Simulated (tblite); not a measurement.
Compound: C5H3AsBN.
Bonds: C1–C2 (triple), C2–C3, C3–C4 (triple), C4–B5, B5–As6, B5–C7, C7–N8 (triple). Hydrogens: H9 on C1; H10, H11 on As6.

Computed with GFN2-xTB (tblite), gas phase: L-BFGS steps from a force-field or distance-geometry start until the largest atomic force falls under 0.01 eV/Å.

Step 0: E = -504.7580 eV
```
atom  x, y, z in Å  |  force x, y, z in eV/Å
C1      3.9350   -0.0811    0.2125   -1.326   0.112   0.006
C2      2.7204    0.0248    0.2185   -0.336  -0.032   0.069
C3      1.3277    0.1320    0.2491    1.995  -0.125  -0.093
C4      0.1167    0.2412    0.2522   -1.531   0.244   0.107
B5     -1.4124    0.3548    0.2875    0.962   0.241  -0.236
As6    -2.5676   -1.2512    0.7804    0.387  -0.245  -0.475
C7     -2.0745    1.7029   -0.0505    0.159  -0.034   0.026
N8     -2.5701    2.7178   -0.2892    0.215  -0.585   0.125
H9      4.9861   -0.1679    0.2014   -0.251   0.031  -0.007
H10    -3.0728   -1.4146   -0.6831    0.316   0.034   0.547
H11    -1.3831   -2.2560    0.5801   -0.589   0.360  -0.067
```

Question: Estimate the geometry and energy of step 1. (The exact step hangs on the optimiser's Hessian estimate; all steps are aligned on step 0, rigid shifts and turns removed.)

Answer: E = -504.7589 eV, largest force 3.101 eV/Å
```
atom  x, y, z in Å  |  force x, y, z in eV/Å
C1      3.9161   -0.0795    0.2126    1.023  -0.090  -0.012
C2      2.7156    0.0244    0.2195   -1.083   0.044   0.051
C3      1.3562    0.1302    0.2478   -3.070   0.309  -0.036
C4      0.0948    0.2447    0.2537    3.096  -0.159   0.056
B5     -1.3986    0.3582    0.2841    0.328   0.218  -0.189
As6    -2.5621   -1.2547    0.7736    0.313  -0.095  -0.315
C7     -2.0722    1.7024   -0.0502    0.533  -0.784   0.197
N8     -2.5670    2.7094   -0.2874   -0.183   0.216  -0.062
H9      4.9825   -0.1675    0.2013   -0.775   0.074   0.000
H10    -3.0683   -1.4141   -0.6753    0.287   0.008   0.415
H11    -1.3915   -2.2509    0.5792   -0.471   0.258  -0.105
```

The energy changes by -0.0009 eV. The first-order estimate −F·Δx gives -0.1595 eV and the mean of the old and new forces, exact on a quadratic surface, -0.0055 eV. The step makes an angle of 0° with the force vector and moves no atom by more than 0.029 Å.

What follows is the cost of the whole relaxation. The run took 0.74 s wall on one thread, Arm Neoverse N1 (aarch64), shared host with 64 logical CPUs at a one-minute load of 60.
